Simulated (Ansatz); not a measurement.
CH$_{5}$F$_{2}$NOSi (`CO[Si](N)(F)F`), relaxed with RKS PBE0-D4/def2-TZVP in Ansatz 0.2.0 from a PBE-D4/def2-SVP geometry. The force threshold is 0.005 eV/Å; the program also tests the step.

Charge 0, multiplicity 1.

Start:

```xyz
11

C     1.296   -1.160   -0.835
O     0.516   -0.645    0.235
Si   -0.371    0.742    0.169
N    -1.538    0.682    1.396
F    -0.931    0.878   -1.361
F     0.509    2.095    0.371
H     1.457   -2.244   -0.664
H     2.291   -0.666   -0.879
H     0.795   -1.026   -1.818
H    -2.034   -0.177    1.628
H    -1.989    1.522    1.757
```

```
step  energy (eV)  largest force (eV/Å)  largest move (Å)
   1  -17963.9489                 1.403             0.000
   2  -17964.0410                 0.828             0.028
   3  -17964.0727                 0.075             0.032
   4  -17964.0733                 0.040             0.008
   5  -17964.0738                 0.051             0.017
   6  -17964.0740                 0.014             0.007
   7  -17964.0741                 0.009             0.014
   8  -17964.0741                 0.003             0.005
```

End:

```xyz
11

C     1.294   -1.149   -0.834
O     0.489   -0.630    0.205
Si   -0.376    0.728    0.155
N    -1.528    0.678    1.370
F    -0.946    0.883   -1.322
F     0.495    2.037    0.359
H     1.453   -2.211   -0.640
H     2.266   -0.648   -0.853
H     0.814   -1.035   -1.809
H    -2.030   -0.160    1.603
H    -1.931    1.508    1.767
```

Hardware: 4 threads of an Arm Neoverse V1 on a shared host. Wall time 36 s, peak host memory 0.6 GiB.
